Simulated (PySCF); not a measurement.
Calculation: r2SCAN-D4/def2-TZVP // r2SCAN-D4/def2-SVP (PySCF). Isolated molecules, 0 K electronic values unless said otherwise. One relaxed conformer stands for a flexible species; it need not be the lowest. Excitations are Tamm–Dancoff values on a coarser integration grid. The basis has no diffuse functions, so Rydberg states are missing or too high.

Reference species (SMILES): `O(C)[Si](OC)(OC)OC` (neutral, multiplicity 1).

| Quantity | Value |
|---|---|
| T1 excitation (TDA) | 7.30 eV |
| HOMO | -6.82 eV |

Changed species: `N[Si](N)(N)OC` (1 of 4 NH2 replaced by OCH3; the reference has 4 of 4 NH2 replaced by OCH3).

**Question.** Predict the effect on the T1 excitation (TDA) and HOMO.

**Answer.** the T1 excitation (TDA) drops by 1.21 eV, to 6.09 eV; the HOMO rises by 1.14 eV, to -5.68 eV.
